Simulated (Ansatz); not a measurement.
Stretching the Be1–I3 bond in BeBrI (SMILES [Br][Be][I]) (multiplicity 1 held, fragments rigid). Energies count from the point at 2.165 Å.
Geometry at that point (charge 0, multiplicity 1):
```xyz
3

Be     0.00000     0.00000    -0.50334
Br     0.00000     0.00000    -2.45917
I      0.00000     0.00000     1.66197
```

Restricted levels (R-, RO-) in cc, def2 and unpolarised 6-31G sets keep to the state of the molecule at rest. U- levels take the lowest unrestricted solution at each point, which mixes spins at long bonds. Active spaces are followed from a long bond inwards. Curves can end on different states.

Cores are frozen in the correlated methods. Filled d and f shells under p-block atoms count as core.

Run with Ansatz (Gaussian basis) for Hartree–Fock, density functionals and correlated methods.  In def2 rows elements past Kr take small-core potentials, without spin–orbit coupling.

Energies in eV.

```
R (Å)  R-r2SCAN/def2-TZVPPD  R-SCS-MP2/def2-TZVPPD  U-CCSD/def2-TZVPPD  CASSCF(6,4)/def2-TZVPPD  FIC-MRCISD+Q on CASSCF(6,4)/def2-TZVPPD
-----  --------------------  ---------------------  ------------------  -----------------------  ---------------------------------------
1.732                  2.19                   2.39                2.40                     2.44                                     2.39
1.949                  0.40                   0.47                0.48                     0.51                                     0.48
2.165                  0.00                   0.00                0.00                     0.00                                     0.00
2.382                  0.23                   0.19                0.19                     0.15                                        …
2.598                  0.73                   0.66                0.66                     0.58                                        …
2.923                  1.60                   1.54                1.52                     1.37                                     1.50
3.248                  2.42                   2.38                2.37                     2.11                                     2.30
3.789                  3.48                   3.51                3.43                     2.98                                        …
4.331                  4.17                   4.26                3.84                     3.37                                     3.79
4.980                  4.65                   4.76                3.95                     3.51                                     3.98
5.846                  4.94                   4.90                3.98                     3.54                                     4.02
6.929                  5.07                   4.58                3.99                     3.55                                     4.03
```

### Question
What belongs in the gaps?

### Answer

- 2.382, FIC-MRCISD+Q on CASSCF(6,4)/def2-TZVPPD: 0.18
- 2.598, FIC-MRCISD+Q on CASSCF(6,4)/def2-TZVPPD: 0.65
- 3.789, FIC-MRCISD+Q on CASSCF(6,4)/def2-TZVPPD: 3.30

Doubts at one or more of the structures used: a restricted determinant that unrestricted orbitals would lower (R-r2SCAN/def2-TZVPPD, R-SCS-MP2/def2-TZVPPD); a spin-contaminated determinant (U-CCSD/def2-TZVPPD); T1 above 0.05 (U-CCSD/def2-TZVPPD); the program's own flag: other amplitudes (U-CCSD/def2-TZVPPD); active orbitals that take no part (CASSCF(6,4)/def2-TZVPPD, FIC-MRCISD+Q on CASSCF(6,4)/def2-TZVPPD).

Ansatz is a program for electronic structure.
